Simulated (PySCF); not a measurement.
**Electron correlation in Ta⁺ (tantalum, charge +1)**

[Xe] 4f14 5d3 6p1, one real determinant (an excited configuration). Computed with PySCF 2.14 in def2-QZVPPD with the def2 core potential (60 electrons), with a scalar-relativistic core potential. Frozen: 5s2 5p6; 4 electrons correlated.

| level | correlation energy (mhartree) |
| --- | --- |
| CCSD | -36.30 |
| (T) | -4.20 |
| CCSD(T) | -40.50 |

Diagnostics: T1 = 0.017, D1 = 0.0402, largest double amplitude 0.356.

The real determinant used has ⟨L²⟩ near 14 against 20 for a pure G term, so it mixes terms. Spin-orbit coupling, absent here, splits the open shell strongly. A double-excitation amplitude exceeds 0.15, a sign of near-degeneracy.

Cost of the coupled-cluster step: about 5 core-seconds, for 4 correlated electrons.

The reference is one real determinant that mixes LS terms of this configuration.
